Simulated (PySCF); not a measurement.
## Broadened absorption spectrum of C12H15N

Compound: C12H15N.
SMILES: `C=C1C=CC=CC=C1N1CCCC1`

Method: TDDFT B3LYP/def2-SVPD, vertical, gas phase, core orbitals frozen in the response in PySCF 2.14.0, density-fitted response routines. Isolated species at its PBE0-D3(BJ)/def2-SVP geometry (one conformer only).

Each state is given a Gaussian of 0.3 eV full width at half maximum, with ε(max) = 2.175×10⁸ f / Δν̃ (Δν̃ the width in cm⁻¹). The width is an assumption, not a result. The curve ends short of the highest state used, and states not computed would add to its high-energy end.

(λ (nm), ε (L mol⁻¹ cm⁻¹)): (251.7, 9340), (256.2, 10527), (260.8, 9665), (265.3, 6400), (269.8, 3081), (274.4, 1257), (278.9, 824), (283.4, 945), (287.9, 1038), (292.5, 894), (297.0, 608), (301.5, 371), (306.1, 356), (310.6, 753), (315.1, 1788), (319.7, 3641), (324.2, 5995), (328.7, 8212), (333.3, 9502), (337.8, 9362), (342.3, 8026), (346.9, 6109), (351.4, 4458), (355.9, 3569), (360.5, 3673), (365.0, 4688), (369.5, 6291), (374.1, 8062), (378.6, 9433), (383.1, 10083), (387.7, 9856), (392.2, 8864), (396.7, 7377), (401.2, 5710), (405.8, 4099), (410.3, 2781), (414.8, 1780), (419.4, 1066), (423.9, 613), (428.4, 337), (433.0, 174), (437.5, 88), (442.0, 43), (446.6, 20)

(1) Where are the band maxima, and which computed states make them?

(2) On this curve, what absorbance would a 10⁻³ mol/L sample give at 266 nm over a 1 cm path?

(3) Does any computed singlet lie in the visible range?

(4) Coming from long wavelengths, where does ε first pass 100 L mol⁻¹ cm⁻¹?

Answers

(1) 384 nm (3.23 eV), ε about 10000, made up of S1 (100%); 335 nm (3.70 eV), ε about 9600, made up of S2 (100%); 288 nm (4.31 eV), ε about 1000, made up of S3 (99%); 257 nm (4.82 eV), ε about 11000, made up of S4 (85%) and S5 (13%) (ε in L mol⁻¹ cm⁻¹; maxima over ε = 5, shares over 10%). The states used: S1 3.23 eV (f 0.112); S2 3.70 eV (f 0.107); S3 4.31 eV (f 0.011); S4 4.79 eV (f 0.104); S5 4.98 eV (f 0.033); S6 5.03 eV (f 0.0055); S7 5.20 eV (f 0.023); S8 5.25 eV (f 0.264); S9 5.46 eV (f 0.024); S10 5.53 eV (f 0.030).

(2) 266 nm is 4.661 eV, where ε is about 5800 L mol⁻¹ cm⁻¹, so A = ε c l ≈ 5.8 (Beer–Lambert, with the gas-phase spectrum and the assumed width).

(3) S1 lies in the visible range (380 to 750 nm), at 384 nm, f = 0.112; light of that wavelength is violet, and its complementary colour is yellow-green; a Tamm–Dancoff triplet lies at 563 nm, without intensity as long as spin–orbit coupling is left out.

(4) At about 437 nm (2.84 eV), 0.39 eV below S1.
